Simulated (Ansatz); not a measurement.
`CCCCCCCCCC[S][Ag]`, relaxed as a singlet with RKS PBE-D4/def2-SVP in Ansatz, starting from the GFN2-xTB geometry. Force threshold 0.03 eV/Å.

In the def2 sets Ag takes a core potential; there is no spin–orbit coupling.

Start:

```xyz
33

C    -3.995   -1.724    2.373
C    -3.261   -2.703    1.463
C    -2.679   -2.042    0.212
C    -1.534   -1.077    0.517
C    -0.917   -0.503   -0.757
C     0.237    0.451   -0.461
C     0.861    0.994   -1.745
C     1.933    2.059   -1.509
C     3.162    1.521   -0.778
C     4.260    2.566   -0.666
S     5.733    1.957    0.241
Ag    4.874    0.802    2.072
H    -4.446   -2.253    3.210
H    -3.314   -0.977    2.773
H    -4.784   -1.214    1.824
H    -2.456   -3.185    2.023
H    -3.959   -3.484    1.152
H    -2.308   -2.824   -0.455
H    -3.473   -1.508   -0.315
H    -1.899   -0.255    1.134
H    -0.763   -1.605    1.086
H    -1.688    0.026   -1.321
H    -0.555   -1.321   -1.384
H     0.993   -0.081    0.122
H    -0.128    1.282    0.148
H     0.071    1.432   -2.360
H     1.295    0.165   -2.309
H     1.507    2.887   -0.938
H     2.253    2.455   -2.475
H     2.884    1.208    0.245
H     3.556    0.649   -1.305
H     4.637    2.836   -1.652
H     3.901    3.465   -0.164
```

Task: Estimate the energy that the relaxation releases and the steps that it takes.

Result: 20.8 kJ/mol, in 7 steps; 36 s on 4 threads of Arm Neoverse V2 on a shared host. The force fell under the threshold at step 5, but the optimiser went on. No frequencies were taken in this run, so the end may be a saddle point.

Task: Does the start keep its bonding?

Result: By distances, no bond broke or formed. The bond that changes most is C10–H32, from 1.09 to 1.11 Å (atoms count from 1).

Task: Predict the relaxed structure.

Result: 
Cartesian coordinates in Å:
```
C -4.0185 -1.7277 2.4191
C -3.3167 -2.7141 1.4822
C -2.7032 -2.0771 0.2270
C -1.5571 -1.0967 0.4965
C -0.9249 -0.5234 -0.7747
C 0.2194 0.4575 -0.5071
C 0.8653 1.0144 -1.7801
C 1.9668 2.0563 -1.5403
C 3.2044 1.5148 -0.8148
C 4.2837 2.5710 -0.5861
S 5.8314 1.9665 0.1972
Ag 5.0494 0.9281 2.1433
H -4.4828 -2.2477 3.2815
H -3.3178 -0.9730 2.8314
H -4.8241 -1.1753 1.8905
H -2.5197 -3.2546 2.0412
H -4.0421 -3.4951 1.1671
H -2.3319 -2.8842 -0.4430
H -3.5024 -1.5558 -0.3483
H -1.9169 -0.2560 1.1303
H -0.7717 -1.6092 1.0984
H -1.7105 -0.0179 -1.3813
H -0.5521 -1.3588 -1.4101
H 0.9876 -0.0505 0.1173
H -0.1575 1.3035 0.1126
H 0.0721 1.4691 -2.4136
H 1.2804 0.1720 -2.3787
H 1.5448 2.9095 -0.9615
H 2.2810 2.4824 -2.5185
H 2.9177 1.0985 0.1793
H 3.6407 0.6638 -1.3822
H 4.6283 2.9800 -1.5626
H 3.8766 3.4295 -0.0119
```
Bond lengths: 9 × C–C 1.53 to 1.54 Å; 1 × C–S 1.84 Å; 1 × Ag–S 2.34 Å; 21 × C–H 1.11 to 1.12 Å.
